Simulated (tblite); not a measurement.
Species: CH5Cl3N2Si2.
SMILES: `[SiH2]1N[SiH](C(Cl)(Cl)Cl)N1`

All values are computed: GFN2-xTB (tblite) harmonic vibrations without scaling, gas phase. This tight-binding method is rough: wavenumbers can miss measured ones by several per cent, in bad cases by 10 to 20. Modes of hydrogen on silicon can be 10 to 20 % off.

Harmonic wavenumbers (cm⁻¹): 28.2, 57.4, 76.1, 123.4, 161.0, 167.1, 231.9, 241.8, 248.3, 292.3, 400.6, 412.1, 434.6, 463.5, 477.4, 551.1, 604.3, 635.6, 641.4, 715.0, 741.4, 762.9, 820.5, 846.8, 878.2, 946.6, 1057.7, 1101.7, 2288.7, 2314.1, 2319.6, 3538.7, 3547.4.

A = 1440, B = 595.8, C = 574.4 MHz; mass 205.906 u (most abundant isotopes); point group Cs, symmetry number 1.

**Question.** Zero-point energy?

**Answer.** Half the sum of the wavenumbers: 14064 cm⁻¹ = 168.24 kJ/mol.

**Question.** Entropy at 500 K, 1 bar (ideal gas, RRHO, classical rotation)?

**Answer.** Translation 186.04, rotation 135.55, vibration 241.71: S = 563.3 J/(mol K).

**Question.** And Cp and H(500 K) − H(0)?

**Answer.** Cp = 223.76 J/(mol K), of which vibrations give 190.51 (their classical limit is 33 R = 274.4); H(500 K) − H(0) = 74.56 kJ/mol without the zero-point energy, 57.93 from vibrations.

**Question.** What must be added to the electronic energy to get the Gibbs energy at 500 K and 1 bar?

**Answer.** ZPE + [H(500 K) − H(0)] − T·S = 168.24 + 74.56 − 281.65 = -38.85 kJ/mol.

**Question.** How do the functions run with temperature in this model?

**Answer.** 
```tsv
T (K)	S (J/(mol K))	Cp (J/(mol K))	H − H(0) (kJ/mol)	G − H(0) (kJ/mol)	ln q(vib)
150	358.7	115.9	11.25	-42.56	4.26
250	428.9	161.1	25.19	-82.04	7.56
298.15	458.8	178.4	33.38	-103.42	9.11
400	515.3	205.7	53.03	-153.11	12.25
600	605.3	236.7	97.61	-265.57	17.83
900	706.4	260.9	172.64	-463.10	24.86
```

q(vib) and H(0) count from the zero-point level.

**Question.** Blend soft modes into free rotors: weight 1/[1 + (100 cm⁻¹/ν̃)⁴] for the oscillator and the rest for a rotor with moment μB/(μ + B), μ = h/(8π²ν), B = 10⁻⁴⁴ kg m². What vibrational entropy results?

**Answer.** 219.57 J/(mol K) in place of 241.71, which changes −T·S at 500 K by +11.07 kJ/mol.

Hindered rotation and anharmonicity are outside this model.

The values belong to the conformer `[Cl:1][C:2]([Cl:3])([Cl:4])[SiH:5]1[NH:6][SiH2:7][NH:8]1`: Cl1–C2–Si5–N6 168°.
